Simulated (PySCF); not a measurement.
Compound: C3H3BF2.
Z-matrix (Å and degrees, PBE0-D3(BJ)/def2-SVP geometry), rows numbered from 1:
```
F 
B   1  1.3234
C   2  1.5259  1  119.38
C   3  1.3020  2  153.74  1   179.72
F   4  1.2978  3  147.30  2    -0.75
C   4  1.4515  3   69.20  2   179.67
H   2  1.2085  1  118.06  3  -179.94
H   6  1.1007  3  118.85  4   107.04
H   6  1.1008  3  118.96  4  -106.94
```

Method used: PBE0-D3(BJ)/def2-SVP geometry optimisation, gas phase (PySCF).

Masses are those of the commonest isotopes; rigid-rotor values at the optimised geometry. The values belong to one conformer with, in the numbering `[F:1][BH:2][C:3]1=[C:4]([F:5])[CH2:6]1`, F1–B2–C3–C4 180°.

**Question.** What are A, B and C (GHz)?

**Answer.** Ia = 49.36, Ib = 276.91, Ic = 322.85 u·Å²; 505379 MHz·u·Å²/I gives 10238, 1825 and 1565 MHz, that is A = 10.238, B = 1.8250, C = 1.5654 GHz.

**Question.** Classify the top.

**Answer.** A near-prolate asymmetric top. Ray's parameter κ = (2B − A − C)/(A − C) = -0.940; −1 is the prolate and +1 the oblate limit.

**Question.** Is it planar, by Δ = Ic − Ia − Ib?

**Answer.** Not planar: Δ = Ic − Ia − Ib = -3.43 u·Å². For a rigid frame Δ = −2 Σ m c², so Σ m c² = 1.71 u·Å² lies off the ab plane, practically all of it from hydrogen. The atom farthest from that plane is 0.92 Å away.

**Question.** Give the other two planar moments, Paa and Pbb, and the rms extents of the mass along the axes.

**Answer.** Paa = Σ m a² = (Ib + Ic − Ia)/2 = 275.20 and Pbb = Σ m b² = (Ia + Ic − Ib)/2 = 47.65 u·Å². With the mass M = 88.03 u, the rms extents √(P/M) along a, b and c are 1.77, 0.74, 0.14 Å.

**Question.** Which types of transition are allowed, and where do some lines up to J = 5 fall?

**Answer.** The dipole components are |μa| = 0.98 D, |μb| = 0.46 D, |μc| = 0.00 D; the mirror of this Cs structure is the ab plane, so μc vanishes by symmetry (the 0.01 D computed is a residue) and there are no c-type lines. Intensities carry the squares of the components, which stand as 1.00 : 0.22 (a : b). Some of the stronger lines:

```json
{"type": "a", "branch": "R", "J(Ka,Kc)": "1(0,1) ← 0(0,0)", "MHz": "3390", "lower level (cm⁻¹)": "0.000"}
{"type": "a", "branch": "R", "J(Ka,Kc)": "4(0,4) ← 3(0,3)", "MHz": "13503", "lower level (cm⁻¹)": "0.678"}
{"type": "a", "branch": "R", "J(Ka,Kc)": "4(2,2) ← 3(2,1)", "MHz": "13616", "lower level (cm⁻¹)": "1.819"}
{"type": "a", "branch": "R", "J(Ka,Kc)": "5(1,5) ← 4(1,4)", "MHz": "16278", "lower level (cm⁻¹)": "1.372"}
{"type": "a", "branch": "R", "J(Ka,Kc)": "5(4,1) ← 4(4,0)", "MHz": "16965", "lower level (cm⁻¹)": "5.690"}
{"type": "b", "branch": "Q", "J(Ka,Kc)": "5(2,3) ← 5(1,4)", "MHz": "23911", "lower level (cm⁻¹)": "2.045"}
{"type": "b", "branch": "Q", "J(Ka,Kc)": "3(2,1) ← 3(1,2)", "MHz": "24882", "lower level (cm⁻¹)": "0.989"}
{"type": "b", "branch": "Q", "J(Ka,Kc)": "5(2,4) ← 5(1,5)", "MHz": "27598", "lower level (cm⁻¹)": "1.915"}
{"type": "b", "branch": "R", "J(Ka,Kc)": "5(2,4) ← 4(1,3)", "MHz": "41279", "lower level (cm⁻¹)": "1.459"}
{"type": "b", "branch": "Q", "J(Ka,Kc)": "5(5,0) ← 5(4,1)", "MHz": "76870", "lower level (cm⁻¹)": "6.256"}
```

Stationary, but not proved a minimum. Constants of a rigid frame at the computed geometry: no zero-point averaging, no centrifugal distortion. Quadrupole hyperfine structure (11B) is left out.

On an Arm Neoverse V1 with one thread, on a shared host, this took 39 s wall and 0.40 GiB of memory at its peak. These figures are those of the optimisation.
